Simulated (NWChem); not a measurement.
Species: AlNH₄; SMILES [NH2][AlH2]

```xyz
6

Al     0.0000     0.0000     0.6547
H      0.0000    -1.4050     1.3916
H      0.0000     1.4050     1.3916
N      0.0000     0.0000    -1.1263
H      0.0000     0.8315    -1.7047
H      0.0000    -0.8315    -1.7047
```
Atoms are numbered in this order, from 1.

Structure relaxed at the B3LYP/6-31G* (spherical d) level.

Symmetry labels are those of C2v in the frame above (b1 and b2, or b-type labels, depend on it). States above −ε(HOMO) = 6.3 eV lie in this functional's continuum and hang on the basis.

Q: List the 4 lowest vertical singlet excitations from PBE/def2-SVPD, TDA (NWChem).

A: 
```tsv
state	energy (eV)	oscillator strength	symmetry	leading excitation (squared amplitude)
S1	5.62	0.109	a1	HOMO → LUMO (0.94)
S2	5.74	0.000	a2	HOMO−1 → LUMO (1.00)
S3	5.99	0.080	b1	HOMO → LUMO+1 (0.98)
S4	6.62	0.014	b1	HOMO → LUMO+2 (0.95)
```
